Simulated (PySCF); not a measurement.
**Worked example: oscillator strength and radiative lifetime**

Si(Cl)2(I)(Me) (CH₃Cl₂ISi), SMILES C[Si](Cl)(Cl)I.

Geometry optimised at B3LYP-D3(BJ)/def2-SVP. The def2 effective core potentials stand for the cores of I; spin–orbit coupling is left out.

TDA-PBE/def2-SVPD (PySCF 2.14.0) puts the first singlet state with f over 0.02 at 5.99 eV (vertical), with the transition dipole (-0.437, 0.150, 0.000) in atomic units.

Find the oscillator strength, the wavelength and the radiative lifetime that this transition would have in vacuum if emission retraced absorption.


|μ|² = 0.2135 au, so |μ| = 1.17 D. ΔE = 5.99/27.211 = 0.2201 hartree. f = (2/3) ΔE |μ|² = 0.031 (the program prints 0.031).
λ = 1239.84/5.99 = 207 nm; ν = 48313 cm⁻¹.
Einstein's coefficient A = 0.6670 ν² f s⁻¹ (ν in cm⁻¹) = 4.9e7 s⁻¹, so τ = 1/A = 21 ns. This state is S3; the lower singlets have f = 0.007, 0.012. The figure is the radiative limit of this one transition; relaxation, internal conversion, crossing to triplets and a medium change what is measured.
